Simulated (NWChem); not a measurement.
Everything below was run with NWChem. System: H2O2Pb, charge 0, spin multiplicity 1, at a geometry optimised with PBE/def2-SVP with def2 effective core potentials on Pb. The structure started from a generated list of species. Level: CCSD(T)/def2-SVP with def2 effective core potentials on Pb, 6 core orbitals frozen.

The NWChem input:

```
start mol
memory heap 100 mb stack 700 mb global 1900 mb
geometry units angstroms nocenter noautoz
  Pb    -0.062111    -0.270554     0.000000
  O     -1.283571     1.469962     0.000000
  H     -0.666538     2.232405     0.000000
  O      1.689397     0.968815     0.000000
  H      2.513046     0.442832     0.000000
  symmetry group Cs
end
basis spherical
  * library def2-svp
end
ecp
  Pb library def2-ecp
end
scf
  rhf
  nopen 0
  maxiter 100
  thresh 1e-7
  semidirect memsize 60000000 filesize 0
end
tce
  freeze core 6
  ccsd(t)
  2eorb
  2emet 13
  thresh 1e-6
  maxiter 100
  tilesize 24
end
task tce energy
```

NWChem printed:

```
             Northwest Computational Chemistry Package (NWChem) 7.3.0
             --------------------------------------------------------

                                NWChem Input Module
                                -------------------

 Scaling coordinates for geometry "geometry" by  1.889725989
 (inverse scale =  0.529177249)

 Turning off AUTOSYM since
 SYMMETRY directive was detected!

                             Geometry "geometry" -> ""
                             -------------------------

 Output coordinates in angstroms (scale by  1.889725989 to convert to a.u.)

  No.       Tag          Charge          X              Y              Z
 ---- ---------------- ---------- -------------- -------------- --------------
    1 Pb                  82.0000    -0.06211100    -0.27055400     0.00000000
    2 O                    8.0000    -1.28357100     1.46996200     0.00000000
    3 H                    1.0000    -0.66653800     2.23240500     0.00000000
    4 O                    8.0000     1.68939700     0.96881500     0.00000000
    5 H                    1.0000     2.51304600     0.44283200     0.00000000

 Effective nuclear repulsion energy (a.u.)     380.8215180126

            Nuclear Dipole moment (a.u.)
            ----------------------------
        X                 Y               Z
 ---------------- ---------------- ----------------
     0.0000264562     0.0000472431     0.0000000000

      Symmetry information
      --------------------

 Group name             Cs
 Group number              2
 Group order               2
 No. of unique centers     5

      Symmetry unique atoms

     1    2    3    4    5


 Summary of "ao basis" -> "" (spherical)
 ------------------------------------------------------------------------------
       Tag                 Description            Shells   Functions and Types
 ---------------- ------------------------------  ------  ---------------------
 *                          def2-svp                  on all atoms

 Summary of "ao basis" -> "ao basis" (spherical)
 ------------------------------------------------------------------------------
       Tag                 Description            Shells   Functions and Types
 ---------------- ------------------------------  ------  ---------------------
 Pb                         def2-svp                10       26   4s4p2d
 O                          def2-svp                 6       14   3s2p1d
 H                          def2-svp                 3        5   2s1p

                                 NWChem SCF Module
                                 -----------------

  ao basis        = "ao basis"
  functions       =    64
  atoms           =     5
  closed shells   =    20
  open shells     =     0
  charge          =   0.00
  wavefunction    = RHF
  use symmetry    = T
  symmetry adapt  = T

 Summary of "ao basis" -> "ao basis" (spherical)
 ------------------------------------------------------------------------------
       Tag                 Description            Shells   Functions and Types
 ---------------- ------------------------------  ------  ---------------------
 Pb                         def2-svp                10       26   4s4p2d
 O                          def2-svp                 6       14   3s2p1d
 H                          def2-svp                 3        5   2s1p

      Symmetry analysis of basis
      --------------------------

        a'         46
        a"         18

 Forming initial guess at       0.0s
[...]
           0.000000000000           0.000000000000         530.922945979999

  Mulliken analysis of the total density
  --------------------------------------

    Atom       Charge   Shell Charges
 -----------   ------   -------------------------------------------------------
    1 Pb  22    20.97   2.99 -0.95  1.20  0.60  3.37  2.62  0.72  0.30  9.77  0.36
    2 O    8     8.71   1.99  1.05  0.78  2.77  2.12  0.01
    3 H    1     0.79   0.65  0.07  0.07
    4 O    8     8.72   1.99  1.04  0.78  2.77  2.13  0.01
    5 H    1     0.81   0.67  0.08  0.07

       Multipole analysis of the density wrt the origin
       ------------------------------------------------

     L   x y z        total         open         nuclear
     -   - - -        -----         ----         -------
     0   0 0 0     -0.000000      0.000000     40.000000

     1   1 0 0      0.509145      0.000000      7.042393
     1   0 1 0     -1.681541      0.000000     30.676423
     1   0 0 1      0.000000      0.000000      0.000000

     2   2 0 0    -31.982074      0.000000    153.046810
     2   1 1 0     -0.068819      0.000000     -7.164015
     2   1 0 1     -0.000000      0.000000      0.000000
     2   0 2 0    -31.122225      0.000000    112.792948
     2   0 1 1     -0.000000      0.000000      0.000000
     2   0 0 2    -26.472834      0.000000      0.000000

                   NWChem Extensible Many-Electron Theory Module
                   ---------------------------------------------


            General Information
            -------------------
      Number of processors :     1
         Wavefunction type : Restricted Hartree-Fock
          No. of electrons :    40
           Alpha electrons :    20
            Beta electrons :    20
           No. of orbitals :   128
            Alpha orbitals :    64
             Beta orbitals :    64
        Alpha frozen cores :     6
         Beta frozen cores :     6
     Alpha frozen virtuals :     0
      Beta frozen virtuals :     0
         Spin multiplicity : singlet
    Number of AO functions :    64
       Number of AO shells :    28
        Use of symmetry is : on
      Symmetry adaption is : on
         Schwarz screening : 0.10D-09

          Correlation Information
          -----------------------
          Calculation type : Coupled-cluster singles & doubles w/ perturbation
   Perturbative correction : (T)
            Max iterations :      100
        Residual threshold : 0.10D-05
     T(0) DIIS level shift : 0.00D+00
     L(0) DIIS level shift : 0.00D+00
     T(1) DIIS level shift : 0.00D+00
     L(1) DIIS level shift : 0.00D+00
     T(R) DIIS level shift : 0.00D+00
     T(I) DIIS level shift : 0.00D+00
   CC-T/L Amplitude update :  5-th order DIIS
                I/O scheme : Global Array Library
        L-threshold :  0.10D-05
        EOM-threshold :  0.10D-05
 no EOMCCSD initial starts read in
 TCE RESTART OPTIONS
 SLICE:      F
 D4D5:       F
 quantumc:   F
 qrotation:  F
 pwtce:      F
 qducc:      F
 nacto:                         0
 nrotv:                         0
 nrot:                          0

            Memory Information
            ------------------
          Available GA space size is     249032704 doubles
          Available MA space size is     104847892 doubles

 Maximum block size supplied by input
 Maximum block size        24 doubles

 tile_dim =     16

 -------------------------------------------------
   1    alpha     a'    10 doubles       0       1
   2    alpha     a"     4 doubles      10       2
   3    beta      a'    10 doubles      14       1
   4    beta      a"     4 doubles      24       2
   5    alpha     a'    15 doubles      28       5
   6    alpha     a'    16 doubles      43       6
   7    alpha     a"    13 doubles      59       7
   8    beta      a'    15 doubles      72       5
   9    beta      a'    16 doubles      87       6
  10    beta      a"    13 doubles     103       7

 Global array virtual files algorithm will be used

 Parallel file system coherency ......... OK

 4-electron integrals stored in orbital form

 v2    file size   =          1364050
 4-index algorithm nr.  13 is used
 imaxsize =       30
 imaxsize ichop =        0


CCSD iterations
 ---------------------------------------------------------
 Iter          Residuum       Correlation     Cpu    Wall
 ---------------------------------------------------------
    1   0.1654374546286  -0.4842036871678     0.2     0.2
    2   0.0479724510579  -0.4840075285615     0.2     0.2
    3   0.0171201912415  -0.4946151035321     0.2     0.2
    4   0.0098651101583  -0.4953645928970     0.2     0.2
    5   0.0038456126270  -0.4968581805715     0.2     0.2
    6   0.0017468051381  -0.4971882815714     0.2     0.2
    7   0.0014680123931  -0.4972638904646     0.2     0.2
    8   0.0005968151687  -0.4973208284235     0.2     0.2
    9   0.0006263174150  -0.4973061570161     0.2     0.2
   10   0.0002619000350  -0.4973461151604     0.2     0.2
   11   0.0000648994951  -0.4973616728779     0.2     0.2
   12   0.0000337913996  -0.4973634437484     0.2     0.2
   13   0.0000220118554  -0.4973649654204     0.2     0.2
   14   0.0000145705597  -0.4973642604000     0.2     0.2
   15   0.0000095188808  -0.4973647339290     0.2     0.2
   16   0.0000025771567  -0.4973645125315     0.2     0.2
   17   0.0000019099639  -0.4973645214953     0.2     0.2
   18   0.0000008856675  -0.4973646248245     0.2     0.2
 -----------------------------------------------------------------
 Iterations converged
 CCSD correlation energy / hartree =        -0.497364624824476
 CCSD total energy / hartree       =      -343.104362714015622

 Singles contributions

 Doubles contributions
 CCSD(T)
 Using plain CCSD(T) code
             total no. of tasks           74
 total no. of tasks / no. procs           74
                         wl_min       140608           7.2
                         wl_max      4096000          12.6
        thresh for no. of tasks           74

 CCSD[T]  correction energy / hartree =        -0.016908188922887
 CCSD[T] correlation energy / hartree =        -0.514272813747363
 CCSD[T] total energy / hartree       =      -343.121270902938534
 CCSD(T)  correction energy / hartree =        -0.014350408248470
 CCSD(T) correlation energy / hartree =        -0.511715033072946
 CCSD(T) total energy / hartree       =      -343.118713122264069

 Task  times  cpu:       12.3s     wall:       12.3s

 Total times  cpu:       12.3s     wall:       12.3s
```
